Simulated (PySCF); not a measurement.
In(OH) (HInO), SMILES [OH][In] (connectivity only; charge and spin as stated), neutral, multiplicity 1.

The structure is a stationary point at B3LYP-D3(BJ)/def2-TZVP. The geometry has at least one imaginary mode, so it is a saddle point at that level. The def2 effective core potentials stand for the cores of In; spin–orbit coupling is left out.

The numbers are results of r2SCAN/def2-TZVPD (PySCF), not measurements.

Isolated molecule, no solvent.

The total energy is -266.06497 hartree. The point group comes out as C∞v and the highest occupied level is -6.55 eV. The lowest empty level is -1.60 eV and the orbital gap is 4.95 eV. The dipole moment is 1.05 D and the quadrupole, principal values (traceless, Buckingham form, about the centre of nuclear charge) is -0.74, 0.37, 0.37 D·Å. The mean static polarisability comes out as 48.1 bohr³ (7.12 Å³) and the polarisability, principal values comes out as 43.5, 43.5, 57.2 bohr³.
